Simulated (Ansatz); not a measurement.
Input for Ansatz (an electronic-structure program): U-CCSD(T)/def2-SVP on F2V (SMILES [F][V][F]), 2S+1 = 4, a spin state set in the input, which need not be the lowest.

Ansatz 0.2 input:
```yaml
crystal:
  periodic: [false, false, false]
  atoms:
    - {symbol: V, position_ang: [-0.00362216, 0.01984250, -0.02032314]}
    - {symbol: F, position_ang: [-0.23458473, 1.32955371, -1.20292483]}
    - {symbol: F, position_ang: [0.20503817, -1.30202462, 1.15282834]}
basis:
  gaussian:
    orbitals: def2-SVP
magnetization: {spin_polarized: true, initial_magnetization: 3}
correlation: {method: ccsd_t, electrons: valence}
```

It printed:

```
WARN ansatz: RAYON_NUM_THREADS=1 ignored (pool sized by the plan → 1); use --threads N
Functional definition: HF
integrals: 0.05 GiB planned
602 factors; integrals over basis functions are off by at most 9.5e-4 eV
mean field: 0.19 GiB planned
mean field evaluation 1: about -31058.5069 eV, gradient 3.3e1 eV
mean field evaluation 2: about -31058.5839 eV, gradient 3.3e1 eV
mean field evaluation 4: about -31064.1605 eV, gradient 4.4e0 eV
mean field evaluation 8: about -31064.6878 eV, gradient 3.7e-1 eV
mean field evaluation 16: about -31053.9514 eV, gradient 2.6e1 eV
mean field evaluation 32: about -31064.3475 eV, gradient 2.3e0 eV
mean field evaluation 64: about -31064.5014 eV, gradient 4.0e0 eV
mean field evaluation 96: about -31064.6897 eV, gradient 3.8e-2 eV
mean field evaluation 128: about -31064.6895 eV, gradient 3.3e-2 eV
mean field evaluation 160: about -31064.6887 eV, gradient 6.4e-2 eV
mean field evaluation 192: about -31064.5694 eV, gradient 4.8e-4 eV
mean field evaluation 224: about -31060.4804 eV, gradient 3.1e1 eV
mean field evaluation 256: about -31062.6962 eV, gradient 1.3e1 eV
mean field evaluation 288: about -31064.4296 eV, gradient 8.7e-1 eV
mean field evaluation 320: about -31064.4069 eV, gradient 1.6e0 eV
mean field evaluation 352: about -31063.8841 eV, gradient 1.7e0 eV
mean field evaluation 384: about -31057.7447 eV, gradient 3.5e1 eV
mean field evaluation 416: about -31064.4005 eV, gradient 8.7e-1 eV
mean field evaluation 448: about -31063.9290 eV, gradient 1.4e-2 eV
mean field evaluation 480: about -31063.9289 eV, gradient 8.8e-4 eV
mean field evaluation 512: about -31063.7500 eV, gradient 2.8e-2 eV
mean field evaluation 544: about -31061.8176 eV, gradient 3.2e-1 eV
mean field evaluation 576: about -31062.2907 eV, gradient 1.4e1 eV
mean field evaluation 608: about -31063.7496 eV, gradient 6.3e-4 eV
mean field evaluation 640: about -31063.4587 eV, gradient 4.4e-1 eV
mean field evaluation 672: about -31063.5105 eV, gradient 2.7e0 eV
mean field evaluation 704: about -31062.1547 eV, gradient 1.0e1 eV
mean field evaluation 736: about -31063.5990 eV, gradient 2.9e0 eV
mean field evaluation 768: about -31063.1938 eV, gradient 6.0e0 eV
mean field evaluation 800: about -31062.7365 eV, gradient 1.1e1 eV
mean field evaluation 832: about -31057.2591 eV, gradient 1.3e1 eV
mean field evaluation 864: about -31063.4526 eV, gradient 1.1e-1 eV
mean field evaluation 896: about -31057.1063 eV, gradient 1.1e1 eV
mean field evaluation 928: about -31063.4749 eV, gradient 8.4e-1 eV
mean field evaluation 960: about -31063.8640 eV, gradient 8.4e-1 eV
mean field evaluation 992: about -31059.5922 eV, gradient 1.1e1 eV
mean field -31064.68973879 eV, -1141.6062914974 hartree, gradient 8.1e-6 eV, S^2 3.762244; 23 other end points of the search recorded, 0 dependent functions left out
determinant -31064.68973879 eV, -1141.6062914974 hartree, with singles and doubles -31081.42740226 eV, -1142.2213892849 hartree
determinant -31064.56937371 eV, -1141.6018681624 hartree, with singles and doubles -31080.87532036 eV, -1142.2011006494 hartree
determinant -31064.56914406 eV, -1141.6018597229 hartree, with singles and doubles -31080.87512577 eV, -1142.2010934982 hartree
determinant -31063.92892143 eV, -1141.5783319752 hartree, with singles and doubles -31079.93908478 eV, -1142.1666946264 hartree
determinant -31063.74992796 eV, -1141.5717540865 hartree, with singles and doubles -31080.37284736 eV, -1142.1826351069 hartree
determinant -31063.74962918 eV, -1141.5717431065 hartree, with singles and doubles -31080.37256213 eV, -1142.1826246250 hartree
determinant -31063.45295443 eV, -1141.5608405107 hartree, with singles and doubles -31080.15932299 eV, -1142.1747882314 hartree
determinant -31063.45261750 eV, -1141.5608281288 hartree, with singles and doubles -31080.15898270 eV, -1142.1747757258 hartree
determinant -31061.81070315 eV, -1141.5004888891 hartree, with singles and doubles -31078.49080916 eV, -1142.1134714788 hartree
7 core orbitals not correlated
reference -31064.68973879 eV, -1141.6062914974 hartree; 15, 12 occupied and 37, 40 virtual orbitals, 602 factors
second order -16.08080275 eV of doubles, -0.00000000 eV of singles
coupled cluster: 0.19 GiB planned
cycle   1  -16.74210596 eV  change   -4.4e-3 eV  update   2.9e-3
cycle   2  -16.74073759 eV  change    1.4e-3 eV  update   2.2e-3
cycle   3  -16.74241270 eV  change   -1.7e-3 eV  update   1.6e-3
cycle   4  -16.74414669 eV  change   -1.7e-3 eV  update   7.8e-4
cycle   5  -16.74572282 eV  change   -1.6e-3 eV  update   3.5e-4
cycle   6  -16.74565936 eV  change    6.3e-5 eV  update   1.4e-4
cycle   7  -16.74557772 eV  change    8.2e-5 eV  update   6.8e-5
cycle   8  -16.74547355 eV  change    1.0e-4 eV  update   2.3e-5
cycle   9  -16.74546576 eV  change    7.8e-6 eV  update   9.2e-6
perturbative correction -0.37183046 eV, -0.0136645173 hartree
Total energy: -31081.80703501 eV, -1142.2353405311 hartree
```

The calculation finished and met its thresholds.

Cost: about 19 core-seconds (a rough figure).
